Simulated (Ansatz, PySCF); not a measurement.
Se(Et)(SeH) (C2H6Se2), SMILES CC[Se][SeH]. Atoms are numbered in the order given.

```xyz
10

Se    -0.1072    -0.4187     1.1719
C     -0.6211    -1.6779    -0.2719
C     -1.9234    -1.3319    -0.9721
H     -0.6819    -2.6428     0.2592
H      0.2250    -1.7345    -0.9716
H     -1.8551    -0.3462    -1.4579
H     -2.7653    -1.3072    -0.2636
H     -2.1491    -2.0776    -1.7533
Se     0.2008     1.5544    -0.0757
H      1.6275     1.3319    -0.4114
```
Charge 0, spin multiplicity 1.

Geometry: B3LYP-D3(BJ)/def2-SVP. One conformer was computed; it need not be the lowest.

Two levels are set side by side: PBE-D3(BJ)/def2-SVP (Ansatz, a first-principles code) and B3LYP-D3(BJ)/def2-SVP (Ansatz). Each level has its own optimised geometry; the coordinates shown are those of the second. Frequencies come from the Hessian of PySCF at each geometry. Differences are taken from unrounded values.

```tsv
quantity	B3LYP-D3(BJ)	PBE-D3(BJ)	PBE-D3(BJ) minus B3LYP-D3(BJ)
mean bond length (Å)	1.427	1.433	0.005
bond Se1–C2 (Å)	1.983	1.987	0.003
bond Se1–Se9 (Å)	2.355	2.348	-0.007
bond C2–C3 (Å)	1.519	1.519	0.000
bond C2–H4 (Å)	1.103	1.112	0.009
bond C2–H5 (Å)	1.099	1.108	0.009
bond C3–H6 (Å)	1.101	1.109	0.008
bond C3–H7 (Å)	1.101	1.108	0.007
bond C3–H8 (Å)	1.103	1.111	0.007
bond Se9–H10 (Å)	1.482	1.494	0.012
highest harmonic wavenumber (cm⁻¹)	3132	3074	-58
mean harmonic wavenumber (cm⁻¹)	1352	1316	-36
zero-point energy (kcal/mol)	46.38	45.16	-1.22
```

GGA bonds tend to be longer and softer than those of functionals with exact exchange. Differences between two approximate levels are no errors against the true value.
